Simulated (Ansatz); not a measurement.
**Worked example: a bond strength in GeSiH4F (SMILES F[SiH][GeH3])**

The species is GeSiH4F (7 atoms), meant as a doublet with charge 0. As SMILES, `F[SiH][GeH3]`. Geometry: optimised at wB97X-V/def2-SVP.

```xyz
7

F    -0.8112   -1.7854    1.4344
Si   -0.8896   -1.1395   -0.0692
Ge    0.3260    0.9125   -0.0874
H    -0.3162   -2.1540   -1.0123
H     0.2984    1.4758   -1.5172
H    -0.3342    1.9205    0.8629
H     1.7879    0.7021    0.3430
```

Wanted: the dissociation energy of the Si2–F1 bond into singlet GeSiH4 and doublet F (shapes relaxed at wB97X-V/def2-SVP, no zero-point term). 1 Eh = 2625.50 kJ/mol = 27.2114 eV. Totals in Eh; open shells run unrestricted unless said.

| level | program | GeSiH4F | singlet GeSiH4 | doublet F |
| --- | --- | --- | --- | --- |
| UHF/def2-TZVP | Ansatz | -2466.139264 | -2366.561463 | -99.411798 |
| UB3LYP/def2-TZVP | Ansatz | -2468.874091 | -2368.902693 | -99.770147 |
| UPBE0-D4/def2-TZVP | Ansatz | -2468.323407 | -2368.442281 | -99.676173 |

Problem. Work out the dissociation energy at each level.

Solution. 
1. UHF/def2-TZVP: (-2366.561463) + (-99.411798) − (-2466.139264) = 0.166003 Eh = 435.8 kJ/mol = 4.52 eV.
2. UB3LYP/def2-TZVP: (-2368.902693) + (-99.770147) − (-2468.874091) = 0.201251 Eh = 528.4 kJ/mol = 5.48 eV.
3. UPBE0-D4/def2-TZVP: (-2368.442281) + (-99.676173) − (-2468.323407) = 0.204953 Eh = 538.1 kJ/mol = 5.58 eV.

The levels span 436 to 538 kJ/mol; no measured value is set beside them. Hartree–Fock lacks the correlation of the electrons that are unpaired, so it comes out low. A fragment with an even electron count was run as a singlet and may have a lower triplet. A bond enthalpy at 298 K also holds the loss of zero-point energy and thermal terms.
